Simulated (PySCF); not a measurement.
## Nuclear quadrupole coupling in `Cc1nc(Cl)ccp1`

C5H5ClNP.
Structure used (GFN2-xTB), in Å, numbered top down from 1:
```
atom  x, y, z in Å
C1     2.3454   -0.0974    0.0026
C2     0.8487   -0.1502   -0.0094
N3     0.2385    1.0117    0.0302
C4    -1.0662    1.1402    0.0327
Cl5   -1.6380    2.7700    0.0893
C6    -1.9955    0.1081   -0.0066
C7    -1.5826   -1.2059   -0.0493
P8     0.0743   -1.7313   -0.0643
H9     2.6916    0.2442    0.9777
H10    2.7698   -1.0782   -0.2003
H11    2.6966    0.6182   -0.7380
H12   -3.0471    0.3516   -0.0038
H13   -2.3398   -1.9805   -0.0787
```

Field gradients from the PBE0/pcSseg-1 density (PySCF, non-relativistic), principal values in atomic units, ordered |Vxx| ≤ |Vyy| ≤ |Vzz|:

```json
{"atom": "N3", "Vxx": "0.4168", "Vyy": "0.6774", "Vzz": "-1.0942"}
{"atom": "Cl5", "Vxx": "-1.5612", "Vyy": "-2.2281", "Vzz": "3.7893"}
```

Find the asymmetry η = (Vxx − Vyy)/Vzz and the couplings χ = eQV/h (234.96 MHz × Q in barn × V in au), with Q(14N) = 0.02044 b, Q(35Cl) = −0.0817 b.

```
atom             environment  nucleus     η  χzz (MHz)  χxx (MHz)  χyy (MHz)
  N3  pyridine-type nitrogen      14N  0.24      -5.25       2.00       3.25
 Cl5           aryl chlorine     35Cl  0.18     -72.74      29.97      42.77
```

The tensor is traceless: Vxx + Vyy + Vzz = 0.

What is Vzz at Cl5 in SI units (1 au = 9.71736 × 10²¹ V/m²)?

3.7893 au = 36.822 × 10²¹ V/m².

And the gradient at the other heavy atoms, for which no coupling is worked out here?

```csv
atom,environment,Vzz (au),η
C1,benzylic-type carbon,0.089,0.21
C2,substituted aromatic carbon,0.376,0.39
C4,aromatic C–Cl carbon,-0.326,0.14
C6,aromatic CH carbon,0.284,0.21
C7,aromatic CH carbon,0.407,0.02
P8,phosphorus bonded to 2 C,-1.185,0.26
```

What couplings would deuterons (Q(2H) = 0.00286 b) have in place of the hydrogens, at this geometry?

```
atom  bonded to  bond length (Å)  Vzz (au)     η  χzz (kHz)
  H9         C1            1.090    0.3105  0.03        209
 H10         C1            1.088    0.3098  0.05        208
 H11         C1            1.088    0.3119  0.03        210
 H12         C6            1.080    0.3229  0.07        217
 H13         C7            1.084    0.3200  0.05        215
```

Geometry: GFN2-xTB; no solvent, vibrations or thermal averaging. GFN2-xTB bond lengths can be off by several hundredths of an ångström, more for odd bonds, and the gradients follow them. The small basis limits the accuracy of the gradients.

The run behind these numbers computed NMR shieldings as well. Rough CPU time on one thread of a shared machine: about 60 s.
